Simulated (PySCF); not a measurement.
What went wrong, or what changed?

The sound run of [Re3]− (triplet) uses PySCF 2.14.0, UKS r2SCAN, Re def2-SVP with ECP60; non-relativistic Hamiltonian with scalar-relativistic core potentials where named; density fitting; no spin-orbit coupling, grid (50, 194), threshold 1e-8 and 55 cycles at the relaxed geometry. This run, with dm0 from free metal ions and neutral atoms, differs:

```python
mol = gto.M(atom='''
Re     1.39066     0.09386    -0.00000
Re    -0.60864     1.05944     0.00000
Re    -0.78201    -1.15330    -0.00000''',
    basis={'Re': 'def2-SVP'},
    ecp={'Re': 'def2-SVP'},
    charge=0, spin=2)
mf = dft.UKS(mol, xc='R2SCAN')
mf.grids.atom_grid = (50, 194)
mf = mf.density_fit()  # fitting sets: Re def2-universal-JKFIT
mf.conv_tol = 1e-08; mf.max_cycle = 61
mf.kernel(dm0)
```

**Question.** What was changed, and how did it end?

**Answer.** The charge was changed. The program refused it. The cycle limit differs too. These settings are unsound on purpose: the numbers aren't the compound's.
```
RuntimeError: Electron number 45 and spin 2 are not consistent
Note mol.spin = 2S = Nalpha - Nbeta, not 2S+1
```

Run from Python with OMP_NUM_THREADS=2; the lines above give its settings.

No frequency check is given that shows the relaxed geometry to be a minimum. The relaxed state is spin-contaminated (spin squared 2.86 against 2.00). Open shells may have lower solutions than the one found.
